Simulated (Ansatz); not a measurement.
Abridged output of a molecular run in Ansatz:

```
Functional definition: HF
  name "HF"
  cite "Fock, Z. Phys. 61, 126 (1930) doi:10.1007/BF01340294"
  parent pbe
  exchange = exact_x
  correlation = 0
1641 factors; integrals over basis functions are off by at most 8.7e-4 eV
mean field evaluation 1: about -15178.6990 eV, gradient 3.2e1 eV
mean field evaluation 2: about -15178.8595 eV, gradient 3.2e1 eV
mean field evaluation 4: about -15182.0948 eV, gradient 4.1e0 eV
mean field evaluation 8: about -15182.1611 eV, gradient 2.9e-1 eV
mean field -15182.16152789 eV, -557.9341453114 hartree, gradient 2.0e-6 eV, S^2 0.000000; 0 other end points of the search recorded, 0 dependent functions left out
11 core orbitals not correlated: weight in the atoms' cores, before any rotation towards them, 1.000 or more for the frozen orbitals, at most 0.000 for the correlated occupied ones
reference -15182.16152789 eV, -557.9341453114 hartree; 16, 16 occupied and 225, 225 virtual orbitals, 1641 factors
second order -20.32896294 eV of doubles, -0.00000000 eV of singles
cycle   1  -20.69399747 eV  change   -3.7e-1 eV  update   1.1e-1
cycle   2  -21.33792550 eV  change   -6.4e-1 eV  update   3.5e-2
cycle   3  -21.43794015 eV  change   -1.0e-1 eV  update   1.6e-2
cycle   4  -21.42982713 eV  change    8.1e-3 eV  update   4.2e-3
cycle   5  -21.42981699 eV  change    1.0e-5 eV  update   1.5e-3
cycle   6  -21.42993520 eV  change   -1.2e-4 eV  update   4.8e-4
cycle   7  -21.42985796 eV  change    7.7e-5 eV  update   1.6e-4
cycle   8  -21.42992473 eV  change   -6.7e-5 eV  update   7.0e-5
cycle   9  -21.42994394 eV  change   -1.9e-5 eV  update   2.0e-5
perturbative correction -0.83010718 eV, -0.0305058762 hartree
Total energy: -15204.42157902 eV, -558.7521871018 hartree
```

Its atoms:

Z-matrix (Å, degrees):
```
Si
C 1 1.855
H 1 1.490 2 110.3
H 1 1.490 2 110.3 3 -118.1
H 1 1.491 2 111.2 3 120.9
In 2 2.153 1 122.5 3 59.1
C 2 1.338 1 120.7 3 -120.9
H 6 1.728 2 114.4 1 -179.8
H 6 1.722 2 122.1 1 0.3
H 7 1.090 2 123.0 1 180.0
H 7 1.092 2 122.3 1 -0.0
```

Task: Which basis set was used?
A. cc-pV(Q+d)Z
B. def2-TZVPP
C. cc-pV(D+d)Z
D. def2-TZVPPD

Result: B. It gives 252 functions.

Task: Write the keys of the input that set method, charge and spin (a neutral closed shell needs none for the last two).

Result: 
```yaml
correlation: {method: ccsd_t}
```
